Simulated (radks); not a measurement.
Isoelectronic series with 4 electrons, each ion in its NIST ground configuration. Method: Dirac Kohn-Sham, LDA (Slater exchange, Perdew-Wang correlation), spin-unpolarised, spherical densities, finite nucleus; Fermi nuclear charge, rms radius of each element as measured or else 0.836 A^(1/3) + 0.57 fm; computed with a radial shooting solver on a logarithmic mesh with Libxc functionals. Total energies (hartree) and orbital eigenvalues (eV):

ion   configuration  E (hartree)      2s1/2      1s1/2
Be         [He] 2s2    -14.44930    -5.6001  -104.9456
B+         [He] 2s2    -24.04481   -19.4106  -191.7238
C2+        [He] 2s2    -36.14543   -40.1692  -305.9625
N3+        [He] 2s2    -50.75180   -67.7931  -447.5450
O4+        [He] 2s2    -67.86615  -102.2604  -616.4514
F5+        [He] 2s2    -87.49147  -143.5677  -812.6924
Ne6+       [He] 2s2   -109.63122  -191.7189  -1036.293
Mg8+       [He] 2s2   -161.47012  -308.5885  -1565.710
